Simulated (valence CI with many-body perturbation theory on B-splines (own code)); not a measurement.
**Nd¹⁰⁺: electric-dipole lines**

Level of theory: valence CI with perturbative core correlation (CI+MBPT): four valence electrons over a frozen Dirac-Fock core [Kr] 4d10, radial functions for each j: 7 s, 7 p, 7 d, 7 f, 4 g, 2 h, with the one-electron correlation potential Σ1 (screened to all orders), the two-electron term Σ2, the three-electron term Σ3, Breit, model QED; selected single and double excitations, second order for the rest, scaled by the run's own slope (own B-spline code, finite nucleus).

No measured levels were compared; by estimate terms of the open shell hold to a few per cent of their energy, and close levels can change places; configurations with another count of f electrons can be misplaced by thousands of cm⁻¹. Among the levels kept, up to 300 cm⁻¹ of a level comes from second order outside the variational space, and about a tenth of that is noise between levels of different J, which matters for small intervals.

Lines 1 to 50 of 548 in falling wavelength, among levels below 221500 cm⁻¹, chosen from the strongest by gf and those to the six lowest levels. Wavelengths and rates use the calculated energies, so an error of 2000 cm⁻¹ moves a line at 813.3 Å by 1.6 % and its rate by three times that or more. Electric multipoles are in the length gauge, E1 and E2 with the static RPA response of the core. Weak lines are less certain than strong ones. Lines between different terms over intervals too small for the method are left out, as are lines whose strength nearly cancels. Where a level lies close to another of its J and parity, the split of strength between their lines is uncertain.

Names give the largest LS component (configuration and term), which can be under half, so a name can repeat, a term be missing and a line seem to break the LS rules; names also repeat where a configuration has a term twice. Letters in brackets count levels of one name in rising energy.

| λ vac (Å) | Upper | Lower | A (s⁻¹) | S (a.u.) with core polarisation | S without |
| --- | --- | --- | --- | --- | --- |
| 813.3 | 4f2 5s 5p 3G°_5 [a] | 4f 5s2 5p 3F_4 | 1.68e+07 | 4.91e-02 | 6.37e-02 |
| 765.1 | 4f2 5s 5p 3F°_3 [a] | 4f 5s2 5p 3D_3 | 2.00e+07 | 3.09e-02 | 4.01e-02 |
| 760.8 | 4f 5s 5p2 5G°_3 [b] | 4f 5s2 5p 3D_2 | 2.60e+07 | 3.96e-02 | 5.22e-02 |
| 742.6 | 4f 5s 5p2 5G°_5 | 4f 5s2 5p 3G_5 | 2.54e+07 | 5.64e-02 | 7.40e-02 |
| 734.6 | 4f2 5s 5p 3D°_3 [a] | 4f2 5s2 3P_2 | 2.90e+07 | 3.97e-02 | 5.13e-02 |
| 732.9 | 4f2 5s 5p 5I°_4 | 4f2 5s2 3H_5 | 8.29e+06 | 1.45e-02 | 1.88e-02 |
| 727.4 | 4f2 5s 5p 5F°_5 | 4f 5s2 5p 1G_4 | 1.66e+07 | 3.46e-02 | 4.50e-02 |
| 720.7 | 4f 5s 5p2 5F°_5 | 4f 5s2 5p 1G_4 | 1.30e+07 | 2.64e-02 | 3.48e-02 |
| 719.2 | 4f3 5s 3I°_6 [a] | 4f 5s2 5p 3G_5 | 2.46e+07 | 5.86e-02 | 7.66e-02 |
| 718.6 | 4f2 5s 5p 5H°_5 | 4f 5s2 5p 3F_4 | 1.33e+07 | 2.67e-02 | 3.53e-02 |
| 716.8 | 4f2 5s 5p 5I°_4 | 4f2 5s2 3H_4 | 5.55e+07 | 9.07e-02 | 1.17e-01 |
| 715.7 | 4f 5s 5p2 5G°_4 | 4f 5s2 5p 1F_3 | 2.21e+07 | 3.60e-02 | 4.77e-02 |
| 714.3 | 4f2 5s 5p 5I°_5 | 4f2 5s2 3H_5 | 5.13e+06 | 1.02e-02 | 1.31e-02 |
| 714.2 | 4f2 5s 5p 5G°_6 [b] | 4f 5s2 5p 3G_5 | 7.70e+07 | 1.80e-01 | 2.35e-01 |
| 713.8 | 4f 5s 5p2 5G°_5 | 4f 5s2 5p 3F_4 | 1.65e+07 | 3.26e-02 | 4.33e-02 |
| 712.1 | 4f2 5s 5p 3H°_5 [a] | 4f2 5s2 3F_4 | 2.25e+07 | 4.40e-02 | 5.66e-02 |
| 710.1 | 4f 5s 5p2 5D°_2 | 4f 5s2 5p 1F_3 | 2.82e+07 | 2.49e-02 | 3.29e-02 |
| 709.2 | 4f2 5s 5p 3S°_1 | 4f2 5s2 3P_0 | 8.43e+07 | 4.45e-02 | 5.78e-02 |
| 707.9 | 4f2 5s 5p 3G°_3 [b] | 4f2 5s2 1D_2 | 1.92e+07 | 2.35e-02 | 3.04e-02 |
| 706.5 | 4f2 5s 5p 5G°_4 [a] | 4f2 5s2 3F_3 | 5.65e+07 | 8.85e-02 | 1.14e-01 |
| 706.4 | 4f2 5s 5p 3K°_6 | 4f 5s2 5p 3G_5 | 3.62e+07 | 8.19e-02 | 1.07e-01 |
| 706.4 | 4f 5s 5p2 5D°_1 | 4f 5s2 5p 3D_1 | 1.37e+08 | 7.16e-02 | 9.46e-02 |
| 706.2 | 4f2 5s 5p 5G°_3 [a] | 4f2 5s2 3F_2 | 3.75e+07 | 4.57e-02 | 5.90e-02 |
| 703.3 | 4f3 5s 3G°_4 [a] | 4f 5s2 5p 1G_4 | 1.88e+07 | 2.91e-02 | 3.79e-02 |
| 702.7 | 4f2 5s 5p 5D°_2 [a] | 4f2 5s2 3P_1 | 3.07e+07 | 2.63e-02 | 3.41e-02 |
| 702.1 | 4f2 5s 5p 3G°_3 [c] | 4f 5s2 5p 1D_2 | 1.88e+07 | 2.25e-02 | 2.96e-02 |
| 701.7 | 4f2 5s 5p 5S°_2 [b] | 4f2 5s2 3P_2 | 3.57e+07 | 3.04e-02 | 3.97e-02 |
| 699.8 | 4f 5s 5p2 3G°_3 [a] | 4f2 5s2 1D_2 | 2.32e+07 | 2.75e-02 | 3.56e-02 |
| 699.0 | 4f2 5s 5p 5I°_5 | 4f2 5s2 3H_4 | 5.90e+07 | 1.09e-01 | 1.42e-01 |
| 698.9 | 4f2 5s 5p 3G°_4 [b] | 4f 5s2 5p 1G_4 | 2.42e+07 | 3.67e-02 | 4.82e-02 |
| 697.9 | 4f 5s 5p2 3D°_2 | 4f 5s2 5p 3D_3 | 5.95e+07 | 4.99e-02 | 6.64e-02 |
| 696.9 | 4f2 5s 5p 5D°_2 [b] | 4f 5s2 5p 3D_1 | 4.86e+07 | 4.06e-02 | 5.35e-02 |
| 695.3 | 4f3 5s 5F°_5 | 4f 5s2 5p 3F_4 | 4.71e+07 | 8.59e-02 | 1.13e-01 |
| 694.8 | 4f2 5s 5p 3F°_3 [a] | 4f2 5s2 3P_2 | 2.56e+07 | 2.97e-02 | 3.83e-02 |
| 694.5 | 4f 5s 5p2 3D°_1 | 4f 5s2 5p 1D_2 | 1.62e+08 | 8.03e-02 | 1.06e-01 |
| 694.2 | 4f2 5s 5p 5H°_6 [a] | 4f2 5s2 3H_5 | 7.17e+07 | 1.54e-01 | 1.99e-01 |
| 692.3 | 4f2 5s 5p 5S°_2 [b] | 4f2 5s2 3P_1 | 6.96e+07 | 5.70e-02 | 7.39e-02 |
| 691.8 | 4f 5s 5p2 5F°_5 | 4f 5s2 5p 3G_5 | 8.50e+07 | 1.53e-01 | 2.00e-01 |
| 691.1 | 4f2 5s 5p 3H°_5 [a] | 4f2 5s2 3H_6 | 2.76e+07 | 4.94e-02 | 6.42e-02 |
| 690.7 | 4f2 5s 5p 3S°_1 | 4f2 5s2 3P_1 | 1.20e+08 | 5.86e-02 | 7.59e-02 |
| 687.6 | 4f2 5s 5p 5D°_4 [b] | 4f2 5s2 1G_4 | 2.49e+07 | 3.60e-02 | 4.64e-02 |
| 687.6 | 4f2 5s 5p 5H°_3 | 4f 5s2 5p 3F_2 | 2.34e+07 | 2.63e-02 | 3.36e-02 |
| 687.4 | 4f2 5s 5p 5H°_4 | 4f 5s2 5p 3F_3 | 5.71e+06 | 8.24e-03 | 1.04e-02 |
| 686.5 | 4f3 5s 1H°_5 [b] | 4f 5s2 5p 1G_4 | 3.41e+07 | 5.99e-02 | 7.85e-02 |
| 683.9 | 4f2 5s 5p 5H°_4 | 4f2 5s2 3H_5 | 1.10e+08 | 1.57e-01 | 2.04e-01 |
| 683.8 | 4f2 5s 5p 5G°_5 [a] | 4f2 5s2 3F_4 | 1.81e+08 | 3.15e-01 | 4.07e-01 |
| 682.4 | 4f2 5s 5p 5F°_2 | 4f2 5s2 3F_3 | 7.96e+07 | 6.24e-02 | 8.09e-02 |
| 681.2 | 4f2 5s 5p 3H°_4 [a] | 4f2 5s2 3F_4 | 4.04e+07 | 5.67e-02 | 7.37e-02 |
| 680.4 | 4f2 5s 5p 3I°_5 [a] | 4f2 5s2 1G_4 | 3.43e+07 | 5.86e-02 | 7.57e-02 |
| 680.3 | 4f2 5s 5p 5G°_5 [b] | 4f 5s2 5p 3G_5 | 1.40e+07 | 2.40e-02 | 3.16e-02 |
